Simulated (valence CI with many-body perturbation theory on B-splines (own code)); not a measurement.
## Assign the levels of Sc

Computed by relativistic CI+MBPT: three valence electrons over a frozen Dirac-Fock core [Ar], radial functions for each j: 9 s, 9 p, 10 d, 8 f, 5 g, 3 h, 1 i, with the one-electron correlation potential Σ1, the two-electron term Σ2, the three-electron term Σ3, Breit, model QED; selected CI, second order for the rest (own B-spline code, finite nucleus).

Set against measurement, 36 paired levels are off by 392 cm⁻¹ on average, the worst by 1105. These come from a selection out of the NIST Handbook of Basic Atomic Spectroscopic Data. Levels without a partner in it may be off by more, other configurations by 1,000 to 4,000 cm⁻¹.

| No. | J | Parity | E (eV) | g |
| --- | --- | --- | --- | --- |
| 1 | 3/2 | even | 0.0000 | 0.799 |
| 2 | 5/2 | even | 0.0210 | 1.200 |
| 3 | 3/2 | even | 1.318 | 0.399 |
| 4 | 5/2 | even | 1.323 | 1.028 |
| 5 | 7/2 | even | 1.330 | 1.238 |
| 6 | 9/2 | even | 1.338 | 1.334 |
| 7 | 5/2 | even | 1.746 | 0.857 |
| 8 | 7/2 | even | 1.761 | 1.143 |
| 11 | 7/2 | odd | 1.949 | 1.240 |
| 12 | 1/2 | odd | 1.959 | -0.002 |
| 15 | 9/2 | odd | 1.967 | 1.334 |
| 18 | 7/2 | odd | 1.985 | 1.427 |
| 21 | 1/2 | even | 2.035 | 2.670 |

Energies count from the lowest level. Strongly mixed levels and levels close to another of their J and parity are left out, so the numbers can have gaps.

Q: Give configuration and LS term of each level.

A: 1: 3d4s² ²D; 2: 3d4s² ²D; 3: 3d²4s ⁴F; 4: 3d²4s ⁴F; 5: 3d²4s ⁴F; 6: 3d²4s ⁴F; 7: 3d²4s ²F; 8: 3d²4s ²F; 11: 3d4s4p ⁴F°; 12: 3d4s4p ⁴D°; 15: 3d4s4p ⁴F°; 18: 3d4s4p ⁴D°; 21: 3d²4s ⁴P.
